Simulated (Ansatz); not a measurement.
`CC(C)(C)C#CC#CC#CC#CC#CC#CC#CC#CC#CC(C)(C)C`, relaxed as a singlet with RKS PBE-D4/def2-SVP in Ansatz, starting from the GFN2-xTB geometry. Force threshold 0.03 eV/Å.

Single mean-field runs in def2-SVP are fitted with def2-universal-jkfit.

Start:

```
atom    x (Å)     y (Å)    z (Å)
  C1   4.0108  -11.8654   2.9446
  C2   4.5345  -10.7460   3.8551
  C3   4.0772  -10.9869   5.3005
  C4   6.0673  -10.6902   3.7922
  C5   3.9979   -9.4774   3.3998
  C6   3.5515   -8.4147   3.0250
  C7   3.0557   -7.2400   2.6029
  C8   2.6097   -6.1690   2.2114
  C9   2.1180   -5.0068   1.7921
 C10   1.6556   -3.9341   1.4095
 C11   1.1663   -2.7760   0.9913
 C12   0.7173   -1.6981   0.6006
 C13   0.2295   -0.5403   0.1859
 C14  -0.2282    0.5367  -0.1992
 C15  -0.7187    1.6948  -0.6106
 C16  -1.1705    2.7738  -0.9949
 C17  -1.6570    3.9333  -1.4123
 C18  -2.1083    5.0072  -1.8051
 C19  -2.6008    6.1698  -2.2214
 C20  -3.0605    7.2417  -2.5937
 C21  -3.5578    8.4163  -3.0133
 C22  -3.9996    9.4771  -3.3990
 C23  -4.5349   10.7459  -3.8551
 C24  -3.6462   11.2868  -4.9841
 C25  -5.9646   10.5247  -4.3693
 C26  -4.5447   11.7317  -2.6781
 H27   4.3181  -11.6959   1.9145
 H28   4.4059  -12.8247   3.2724
 H29   2.9238  -11.9073   2.9759
 H30   2.9910  -11.0113   5.3592
 H31   4.4664  -11.9370   5.6602
 H32   4.4382  -10.1944   5.9528
 H33   6.4866  -11.6338   4.1356
 H34   6.4024  -10.5106   2.7726
 H35   6.4470   -9.8900   4.4246
 H36  -2.6285   11.4402  -4.6298
 H37  -4.0376   12.2379  -5.3398
 H38  -3.6189   10.5886  -5.8185
 H39  -6.3862   11.4671  -4.7130
 H40  -6.5978   10.1289  -3.5776
 H41  -5.9676    9.8189  -5.1979
 H42  -3.5358   11.8849  -2.3001
 H43  -4.9440   12.6915  -2.9995
 H44  -5.1622   11.3523  -1.8663
```

(1) Estimate the energy that the relaxation releases and the steps that it takes.

(2) Does the start keep its bonding and symmetry?

(3) Predict the relaxed structure.

Answers

(1) 49.8 kJ/mol, in 5 steps; 19 s on 2 threads of AMD EPYC 7R13 on a shared host and a share (18 GiB) of an NVIDIA H100 80GB HBM3. No frequencies were taken in this run, so the end may be a saddle point.

(2) By distances, no bond broke or formed. The bond that changes most is C13–C14, from 1.23 to 1.26 Å (atoms count from 1). Point group D3 at the start, D3 at the end, both within 0.05 Å.

(3) 
```xyz
44

C     4.0698  -12.0257    2.9926
C     4.5970  -10.8939    3.9097
C     4.1384  -11.1415    5.3686
C     6.1440  -10.8418    3.8455
C     4.0559   -9.6134    3.4491
C     3.5985   -8.5265    3.0618
C     3.1010   -7.3477    2.6380
C     2.6404   -6.2499    2.2404
C     2.1478   -5.0841    1.8206
C     1.6782   -3.9821    1.4256
C     1.1879   -2.8210    1.0072
C     0.7237   -1.7150    0.6084
C     0.2345   -0.5550    0.1923
C    -0.2335    0.5512   -0.2038
C    -0.7234    1.7116   -0.6182
C    -1.1886    2.8184   -1.0136
C    -1.6778    3.9806   -1.4305
C    -2.1422    5.0835   -1.8290
C    -2.6350    6.2500   -2.2467
C    -3.1018    7.3485   -2.6348
C    -3.6001    8.5277   -3.0566
C    -4.0559    9.6138   -3.4481
C    -4.5974   10.8945   -3.9073
C    -3.7033   11.4429   -5.0474
C    -6.0400   10.6759   -4.4283
C    -4.6111   11.8923   -2.7223
H     4.3825  -11.8640    1.9423
H     4.4745  -13.0012    3.3321
H     2.9636  -12.0772    3.0209
H     3.0334  -11.1762    5.4374
H     4.5421  -12.1102    5.7282
H     4.5025  -10.3399    6.0409
H     6.5656  -11.8070    4.1937
H     6.4927  -10.6615    2.8096
H     6.5415  -10.0338    4.4906
H    -2.6649   11.6024   -4.6962
H    -4.1052   12.4134   -5.4040
H    -3.6756   10.7403   -5.9034
H    -6.4614   11.6405   -4.7786
H    -6.6952   10.2780   -3.6287
H    -6.0525    9.9611   -5.2745
H    -3.5882   12.0587   -2.3311
H    -5.0200   12.8671   -3.0589
H    -5.2422   11.5160   -1.8933
```
Bond lengths: 25 × C–C 1.24 to 1.55 Å; 18 × C–H 1.11 Å.
